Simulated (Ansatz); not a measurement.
Consider the ligand exchange at the Al–O bond: `C[O][Al]([F])[O][SiH3]` + HBr → `C[O][Al]([F])[Br]` + `O[SiH3]`.

Isolated molecules relaxed with PBE0-D4/def2-TZVP in Ansatz; ΔE leaves out vibrations. CCSD(T)/CBS is the MP2 limit (def2-TZVPP, def2-QZVPP) plus CCSD(T) − MP2 in def2-TZVPP, frozen cores. Functionals use def2-TZVPP. For Br outer-core shells are correlated without core-valence functions, which leaves a few kJ/mol of doubt a bond. Scalar relativity is left out up to krypton. One conformer a species, not always the lowest.

```csv
level,ΔE (kcal/mol),difference from CCSD(T)/CBS
PBE-D4,-2.3,-1.4
r2SCAN-D4,-1.1,-0.2
PBE,-2.6,-1.7
SCS-MP2/def2-TZVPP,0.4,1.3
CCSD(T)/def2-TZVPP,0.3,1.2
MP2/def2-QZVPP,-1.1,-0.2
SCS-MP2/def2-QZVPP,-0.1,0.8
HF/CBS(def2),0.8,1.7
MP2/CBS(def2),-1.8,-0.9
CCSD/CBS(def2),-0.6,0.3
CCSD(T)/CBS,-0.9,0
```

Largest T1 diagnostic among the species: 0.012.
